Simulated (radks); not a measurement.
The numbers below are computed, except where a source is named.
Question: The technetium ion Tc3+, configuration [Kr] 4d4. Level of theory: scalar-relativistic Kohn-Sham, r2SCAN, spin-polarised, spherical densities, finite nucleus; open shells are filled with parallel spins first (spin-orbit coupling, left out, can overturn this in heavy ions); meta-GGA in the generalised Kohn-Sham scheme; Fermi nuclear charge, rms radius 4.4112 fm (a radial shooting solver on a logarithmic mesh with Libxc functionals). Some entries of the table are withheld. Estimate them.

orbital  occ.  eigenvalue (hartree)  r(max) (bohr)  <r^2> (bohr^2)
1s down     1             -769.6738        0.02228        0.001587
1s up       1             -769.6726        0.02228        0.001587
2s up       1             -111.2549         0.1261         0.02636
2s down     1             -111.2232         0.1261         0.02635
2p up       3             -99.59158         0.1009         0.02077
2p down     3             -99.56874         0.1009         0.02077
3s up       1             -20.51014         0.3716          0.1966
3s down     1             -20.50097         0.3718          0.1966
3p up       3             -16.64792         0.3653          0.2009
3p down     3             -16.63545         0.3654          0.2009
3d up       5             -10.42032         0.3121          0.1910
3d down     5             -10.39524         0.3124          0.1908
4s up       1              -3.93774         0.9530           1.267
4s down     1              -3.79904         0.9453           1.250
4p up       3              -2.87568          1.024             (1)
4p down     3              -2.72267          1.016             (2)
4d up       4              -1.34995          1.235           2.636
4d down     0              -1.17176          1.219           2.641

Answer: 
(1) 4p up <r^2> (bohr^2): 1.542
(2) 4p down <r^2> (bohr^2): 1.517
